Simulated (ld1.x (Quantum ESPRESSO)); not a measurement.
## Configuration tests for C (TM)

C (Z = 6), norm-conserving Troullier–Martins (Kleinman–Bylander form), made with ld1.x (Quantum ESPRESSO) 7.5 (PBE, scalar-relativistic). Core [He], reference 2s2 2p2. Waves: 2p (bound): rc 3.05 bohr; 2s (bound): rc 0.80 bohr. Local part: the s channel. Core correction: Bessel-smoothed model core inside 0.55 bohr.

Energies are relative to the spin-unpolarised reference configuration 2s2 2p2; without spin polarisation the order of configurations can differ from experiment.

```tsv
valence configuration	charge	ΔE all-electron (eV)	error AE − PS (meV)
2s2 2p1	+1	10.862	+140
2s1 2p0	+3	83.212	+2201
2s1 2p2	+1	19.615	-153
2s0 2p4	0	16.975	-159
2s2 2p2.3	-0.3	-1.158	+2.2
```

(1) What are ΔE and the potential's error for 2s2 2p0?

(2) What are ΔE and the potential's error for 2s2 2p1.5?

Results:

(1) ΔE = 35.018 eV all-electron; the error (AE − PS) is +1162 meV.

(2) ΔE = 3.963 eV all-electron; the error (AE − PS) is +21 meV.
